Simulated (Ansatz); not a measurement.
Molecule: sum formula NbO2Cl, net charge 0, singlet state. SMILES: [O]=[Nb]([Cl])=[O]
Geometry: optimised at B3LYP-D3(BJ)/def2-TZVP (Ansatz, an electronic-structure program).

Quantity: atomisation energy (electronic, to ground-state atoms), in kcal/mol. Correlated levels leave the core frozen unless marked. Open shells are spin-unrestricted. Spin-orbit coupling is left out. Frozen are the shells of the preceding noble gas and the d and f shells that filled before the atom's block. In def2 rows, elements after Kr have scalar-relativistic effective core potentials. STO-3G rows are all-electron and non-relativistic. The coupled-cluster limit lacks core correlation, which all-electron functionals hold. CBS(X,Y): correlation extrapolated as X^-3; Hartree-Fock from the larger set. [CCSD(T)-MP2]/basis is that difference in the basis named. The program attaches cautions to a run behind CCSD/STO-3G: large difference.

The T1 diagnostic of CCSD in the largest basis is 0.030, which is high, so the coupled-cluster rows are less sure than usual.

```json
[
 {"level": "revPBE/def2-TZVPD", "program": "Ansatz", "atomisation energy (kcal/mol)": "[?]"},
 {"level": "r2SCAN-D3(BJ)/def2-TZVPD", "program": "Ansatz + dftd3", "atomisation energy (kcal/mol)": "[?]"},
 {"level": "PBE0/def2-TZVP", "program": "Ansatz", "atomisation energy (kcal/mol)": "423.7"},
 {"level": "CCSD/STO-3G", "program": "Ansatz", "atomisation energy (kcal/mol)": "431.7"},
 {"level": "CCSD/def2-TZVPPD", "program": "Ansatz", "atomisation energy (kcal/mol)": "403.7"},
 {"level": "RI-MP2/CBS(def2-TZVPPD,def2-QZVPPD)+[CCSD(T)-MP2]/def2-TZVPPD", "program": "Ansatz", "atomisation energy (kcal/mol)": "[?]"}
]
```

Fill in the missing entries.


- revPBE/def2-TZVPD, atomisation energy (kcal/mol): 445.8
- r2SCAN-D3(BJ)/def2-TZVPD, atomisation energy (kcal/mol): 441.9
- RI-MP2/CBS(def2-TZVPPD,def2-QZVPPD)+[CCSD(T)-MP2]/def2-TZVPPD, atomisation energy (kcal/mol): 444.7
